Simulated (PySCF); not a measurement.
Cs+ (caesium, charge +1): UHF calculation

Configuration: [Xe], closed-shell 1S. All numbers are calculated (PySCF 2.14, the spin-free X2C one-electron Hamiltonian (Gaussian nucleus), in x2c-QZVPPall (16s10p8d5f2g, 139 functions)).

```json
{
  "Total energy": "-7783.002582 hartree",
  "One-electron energy": "-10632.2384 hartree",
  "Hartree (Coulomb) energy": "3040.5739 hartree",
  "Exchange energy": "-191.3381 hartree",
  "⟨S²⟩": "0.0000",
  "⟨L²⟩": "0.000",
  "Sum of ⟨r⟩": "36.15 bohr",
  "Sum of ⟨r²⟩": "51.22 bohr²",
  "Langevin diamagnetic susceptibility": "-40.6 ×10⁻⁶ cm³/mol"
}
```

| shell | electrons | mean orbital energy (hartree) | rms radius, mean of both spins (bohr) |
| --- | --- | --- | --- |
| 1s | 2 | -1328.95983 | 0.0298 |
| 2s | 2 | -212.43901 | 0.121 |
| 2p | 6 | -190.49155 | 0.108 |
| 3s | 2 | -45.94995 | 0.318 |
| 3p | 6 | -38.69907 | 0.318 |
| 3d | 10 | -27.98942 | 0.296 |
| 4s | 2 | -9.50987 | 0.738 |
| 4p | 6 | -7.08790 | 0.787 |
| 4d | 10 | -3.43351 | 0.902 |
| 5s | 2 | -1.48947 | 1.88 |
| 5p | 6 | -0.86176 | 2.21 |

Spin-orbit coupling, which splits the p, d and f shells strongly at this Z, is absent.

Densities and radii are taken from the X2C orbitals without a picture-change correction, which distorts them close to the nucleus.
